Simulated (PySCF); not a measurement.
Ga(Et)(OH)(NH2), C2H8GaNO, SMILES C[CH2][Ga]([NH2])[OH], B3LYP/def2-SVP optimised geometry.

```
13

Ga     0.42    -0.05     0.00
C     -0.74    -1.65     0.01
C     -2.23    -1.35    -0.16
H     -0.55    -2.18     0.96
H     -0.38    -2.33    -0.78
H     -2.44    -0.85    -1.12
H     -2.61    -0.69     0.64
H     -2.83    -2.28    -0.13
O     -0.38     1.57     0.00
H      0.21     2.33     0.00
N      2.25    -0.05     0.00
H      2.83     0.78     0.00
H      2.81    -0.89    -0.01
```

Density from B3LYP/def2-TZVP in PySCF 2.14.0 at that geometry.

Minimum of the electron density along straight lines between bonded atoms, close to the bond critical point (lines longer than 1.1 times the sum of covalent radii, or with two minima, are not listed):

```json
[
 {"bond": "Ga1–C2", "length / Å": "1.976", "ρ at the minimum / e bohr⁻³": "0.114", "∇²ρ there / e bohr⁻⁵": "0.17", "position (fraction from the first atom)": "0.48"},
 {"bond": "C2–C3", "length / Å": "1.534", "ρ at the minimum / e bohr⁻³": "0.239", "∇²ρ there / e bohr⁻⁵": "-0.57", "position (fraction from the first atom)": "0.50"},
 {"bond": "C2–H4", "length / Å": "1.105", "ρ at the minimum / e bohr⁻³": "0.268", "∇²ρ there / e bohr⁻⁵": "-0.88", "position (fraction from the first atom)": "0.64"},
 {"bond": "C2–H5", "length / Å": "1.104", "ρ at the minimum / e bohr⁻³": "0.269", "∇²ρ there / e bohr⁻⁵": "-0.88", "position (fraction from the first atom)": "0.64"},
 {"bond": "C3–H6", "length / Å": "1.102", "ρ at the minimum / e bohr⁻³": "0.273", "∇²ρ there / e bohr⁻⁵": "-0.92", "position (fraction from the first atom)": "0.64"},
 {"bond": "C3–H7", "length / Å": "1.101", "ρ at the minimum / e bohr⁻³": "0.274", "∇²ρ there / e bohr⁻⁵": "-0.92", "position (fraction from the first atom)": "0.64"},
 {"bond": "C3–H8", "length / Å": "1.104", "ρ at the minimum / e bohr⁻³": "0.272", "∇²ρ there / e bohr⁻⁵": "-0.91", "position (fraction from the first atom)": "0.64"},
 {"bond": "Ga1–O9", "length / Å": "1.803", "ρ at the minimum / e bohr⁻³": "0.128", "∇²ρ there / e bohr⁻⁵": "0.68", "position (fraction from the first atom)": "0.48"},
 {"bond": "O9–H10", "length / Å": "0.965", "ρ at the minimum / e bohr⁻³": "0.356", "∇²ρ there / e bohr⁻⁵": "-2.32", "position (fraction from the first atom)": "0.80"},
 {"bond": "Ga1–N11", "length / Å": "1.827", "ρ at the minimum / e bohr⁻³": "0.131", "∇²ρ there / e bohr⁻⁵": "0.56", "position (fraction from the first atom)": "0.48"},
 {"bond": "N11–H12", "length / Å": "1.014", "ρ at the minimum / e bohr⁻³": "0.332", "∇²ρ there / e bohr⁻⁵": "-1.56", "position (fraction from the first atom)": "0.73"},
 {"bond": "N11–H13", "length / Å": "1.014", "ρ at the minimum / e bohr⁻³": "0.332", "∇²ρ there / e bohr⁻⁵": "-1.56", "position (fraction from the first atom)": "0.73"}
]
```
